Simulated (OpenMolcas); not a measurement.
# OpenMolcas run: Cu4+

Cu4+ among 4 point charges of -1 e arranged as a tetrahedron (Td), 2.03 Å from the ion.

Input:

```
&GATEWAY
Coord
1

Cu 0.0 0.0 0.0
Basis=ANO-RCC-VDZP
Group=NoSym
NoMove
AngMom=0.0 0.0 0.0
AMFI
XField
4 Angstrom 0
1.172021 1.172021 1.172021 -1.000000
1.172021 -1.172021 -1.172021 -1.000000
-1.172021 1.172021 -1.172021 -1.000000
-1.172021 -1.172021 1.172021 -1.000000
&SEWARD
* reference wave functions (RASSCF and RASSI steps not shown): 7 electrons in 5 orbitals (3d)
>>> COPY JOB001 $Project.JobIph
&CASPT2
Multistate=10 1 2 3 4 5 6 7 8 9 10
NoMult
Frozen=5
IPEA=0.25
Imaginary=0.1
MaxIter=60
WThr=0.0 0.3 0.05
PrWF=0.5
NoMix
>>> COPY JOB002 $Project.JobIph
&CASPT2
Multistate=40 1 2 3 4 5 6 7 8 9 10 11 12 13 14 15 16 17 18 19 20 21 22
23 24 25 26 27 28 29 30 31 32 33 34 35 36 37 38 39 40
NoMult
Frozen=5
IPEA=0.25
Imaginary=0.1
MaxIter=60
WThr=0.0 0.3 0.05
PrWF=0.5
NoMix
```

Launched by
```bash
OMP_NUM_THREADS=1 MOLCAS_MEM=1689 MOLCAS_PROJECT=a pymolcas a.inp > a.log  # once for each step of the input, in one work folder
```

Output, cut to the results:

```
--- CASPT2 ---
Orbital specifications:
      -----------------------

      Symmetry species                           1
                                                 a
      Frozen orbitals                            5
      Inactive orbitals                          4
      Active orbitals                            5
      Secondary orbitals                        20
      Deleted orbitals                           0
      Number of basis functions                 34
Type of calculation                        SS-CASPT2
      Fock operator                              state-specific
      IPEA shift                                 0.25
      Real shift                                 0.00
      Imaginary shift                            0.10
      The input orbitals will be transformed to quasi-canonical
Reference energy:       -1653.0480770548
      E2 (Non-variational):      -0.3289101222
      Shift correction:          -0.0000485620
      E2 (Variational):          -0.3289586841
      Total energy:           -1653.3770357390
      Residual norm:              0.0000001576
      Reference weight:           0.96411
      Contributions to the CASPT2 correlation energy
      Active & Virtual Only:         -0.1244034039
      One Inactive Excited:          -0.1524443586
      Two Inactive Excited:          -0.0520623596
Reference energy:       -1653.0462604232
      E2 (Non-variational):      -0.3309137270
      Shift correction:          -0.0000500427
      E2 (Variational):          -0.3309637697
      Total energy:           -1653.3772241929
      Residual norm:              0.0000001348
      Reference weight:           0.96354
      Contributions to the CASPT2 correlation energy
      Active & Virtual Only:         -0.1255320611
      One Inactive Excited:          -0.1530503356
      Two Inactive Excited:          -0.0523313302
::    CASPT2 Root  1     Total energy:  -1653.37703574
::    CASPT2 Root  2     Total energy:  -1653.37722419
::    CASPT2 Root  3     Total energy:  -1653.37810335
::    CASPT2 Root  4     Total energy:  -1653.37869818
::    CASPT2 Root  5     Total energy:  -1653.37364006
::    CASPT2 Root  6     Total energy:  -1653.37398368
::    CASPT2 Root  7     Total energy:  -1653.37358640
::    CASPT2 Root  8     Total energy:  -1653.28072955
::    CASPT2 Root  9     Total energy:  -1653.28072653
::    CASPT2 Root 10     Total energy:  -1653.28078307
--- CASPT2 ---
Orbital specifications:
      -----------------------

      Symmetry species                           1
                                                 a
      Frozen orbitals                            5
      Inactive orbitals                          4
      Active orbitals                            5
      Secondary orbitals                        20
      Deleted orbitals                           0
      Number of basis functions                 34
Type of calculation                        SS-CASPT2
      Fock operator                              state-specific
      IPEA shift                                 0.25
      Real shift                                 0.00
      Imaginary shift                            0.10
      The input orbitals will be transformed to quasi-canonical
Reference energy:       -1652.9363897054
      E2 (Non-variational):      -0.3394757822
      Shift correction:          -0.0000515564
      E2 (Variational):          -0.3395273386
      Total energy:           -1653.2759170441
      Residual norm:              0.0000000269
      Reference weight:           0.96228
      Contributions to the CASPT2 correlation energy
      Active & Virtual Only:         -0.1277701149
      One Inactive Excited:          -0.1577044660
      Two Inactive Excited:          -0.0540012012
Reference energy:       -1652.9363102957
      E2 (Non-variational):      -0.3389763415
      Shift correction:          -0.0000514201
      E2 (Variational):          -0.3390277616
      Total energy:           -1653.2753380573
      Residual norm:              0.0000000290
      Reference weight:           0.96237
      Contributions to the CASPT2 correlation energy
      Active & Virtual Only:         -0.1277668340
      One Inactive Excited:          -0.1571724655
      Two Inactive Excited:          -0.0540370420
::    CASPT2 Root  1     Total energy:  -1653.27591704
::    CASPT2 Root  2     Total energy:  -1653.27533806
::    CASPT2 Root  3     Total energy:  -1653.27533711
::    CASPT2 Root  4     Total energy:  -1653.27566617
::    CASPT2 Root  5     Total energy:  -1653.27535767
::    CASPT2 Root  6     Total energy:  -1653.27560774
::    CASPT2 Root  7     Total energy:  -1653.27495082
::    CASPT2 Root  8     Total energy:  -1653.27495108
::    CASPT2 Root  9     Total energy:  -1653.27497561
::    CASPT2 Root 10     Total energy:  -1653.24392506
::    CASPT2 Root 11     Total energy:  -1653.24376911
::    CASPT2 Root 12     Total energy:  -1653.24392488
::    CASPT2 Root 13     Total energy:  -1653.23751615
::    CASPT2 Root 14     Total energy:  -1653.23745695
::    CASPT2 Root 15     Total energy:  -1653.23754165
::    CASPT2 Root 16     Total energy:  -1653.23631123
::    CASPT2 Root 17     Total energy:  -1653.23652526
::    CASPT2 Root 18     Total energy:  -1653.24006580
::    CASPT2 Root 19     Total energy:  -1653.24017877
::    CASPT2 Root 20     Total energy:  -1653.24043289
::    CASPT2 Root 21     Total energy:  -1653.24381520
::    CASPT2 Root 22     Total energy:  -1653.24336507
::    CASPT2 Root 23     Total energy:  -1653.24368371
::    CASPT2 Root 24     Total energy:  -1653.23738409
::    CASPT2 Root 25     Total energy:  -1653.23721633
::    CASPT2 Root 26     Total energy:  -1653.23701838
::    CASPT2 Root 27     Total energy:  -1653.23642777
::    CASPT2 Root 28     Total energy:  -1653.23677652
::    CASPT2 Root 29     Total energy:  -1653.14617098
::    CASPT2 Root 30     Total energy:  -1653.14549000
```

Spin-orbit levels above the lowest (labels of Td), with the averaged single-state CASPT2 energies on the diagonal:

```csv
E (cm-1),Degeneracy,Label,2S+1,g
0,4,Γ8,4,
210,4,Γ8,4,
490,2,Γ6,4,3.68 3.68 3.68
1690,2,Γ7,4,3.98 3.98 3.98
1740,2,Γ6,4,1.68 1.68 1.68
2110,4,Γ8,4,
3010,4,Γ8,4,
3390,2,Γ7,4,1.98 1.98 1.98
4000,4,Γ8,4,
22240,4,Γ8,4,
22240,2,Γ7,4,2.66 2.66 2.66
22670,4,Γ8,4,
23080,2,Γ6,2,4.06 4.06 4.06
23190,4,Γ8,2,
23330,4,Γ8,2,
23530,2,Γ6,4,2.62 2.62 2.62
24760,2,Γ6,2,2.09 2.09 2.09
24820,4,Γ8,2,
24910,2,Γ7,2,2.67 2.67 2.67
29980,4,Γ8,2,
```

Roots that are degenerate in the reference are averaged as groups; the widest CASPT2 spread within a group is 320 cm-1 (the 3-fold group of multiplicity 4 near 0 cm-1 above the lowest state of its run). Shifts and gaps below about the spread of the groups concerned are not significant. Spin-orbit coupling mixes the spin-free states strongly: the lowest level takes only 55 % from its leading state, 4T2. The ground term spreads over less than 5000 cm-1, several times less than with real ligands, so orbital moments are less quenched and χT lies further from the spin-only value than at real sites. Free-ion shares, where given, are those of the reference states; single-state CASPT2 does not remix them. Point charges carry no covalency, so the field is a model and not that of real ligands. No measured value stands beside these numbers.

The CASPT2 steps took 4.3 s on 1 thread of Arm Neoverse V1 (shared host); the integral step is not counted.
